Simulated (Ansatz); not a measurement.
The same molecule with X = O, S, Se, Te. Ansatz, PBE0-D4/def2-TZVP geometries, multiplicity 1. Each molecule was computed in one conformer, which needn't be the lowest.

Elements past krypton have def2 core potentials. Scalar relativity is left out up to krypton.

```
 X        molecule  mean X–C bond length / Å  mean X–Si bond length / Å  HOMO–LUMO gap (ωB97M-V/def2-TZVPP) / eV  HOMO–LUMO gap (PBE/def2-TZVPP) / eV  HOMO energy (PBE0/def2-TZVPP) / eV
 S     `CCS[SiH3]`                     1.827                      2.123                                    11.01                                 5.03                               -6.90
Se  `CC[Se][SiH3]`                     1.972                      2.265                                    10.37                                 4.48                               -6.56
Te  `CC[Te][SiH3]`                     2.166                      2.482                                     9.20                                 3.55                               -6.09
```

**Question.** Give the row for X = O, `CCO[SiH3]`. (Estimate.)

**Answer.** The calculation gave: 
```json
{"X": "O", "molecule": "`CCO[SiH3]`", "mean X–C bond length / Å": "1.416", "mean X–Si bond length / Å": "1.642", "HOMO–LUMO gap (ωB97M-V/def2-TZVPP) / eV": "12.47", "HOMO–LUMO gap (PBE/def2-TZVPP) / eV": "6.08", "HOMO energy (PBE0/def2-TZVPP) / eV": "-8.10"}
```

From O to Te the mean X–C bond length rises at each step, by 0.750 Å in all; the mean X–Si bond length rises at each step, by 0.840 Å in all; the HOMO–LUMO gap (ωB97M-V/def2-TZVPP) falls at each step, by 3.27 eV in all; the HOMO–LUMO gap (PBE/def2-TZVPP) falls at each step, by 2.53 eV in all; the HOMO energy (PBE0/def2-TZVPP) rises at each step, by 2.01 eV in all. Bonds lengthen as the atom grows down the group.

Spin–orbit coupling is left out; it splits and shifts lone-pair levels of the heavy atoms by tenths of an eV.
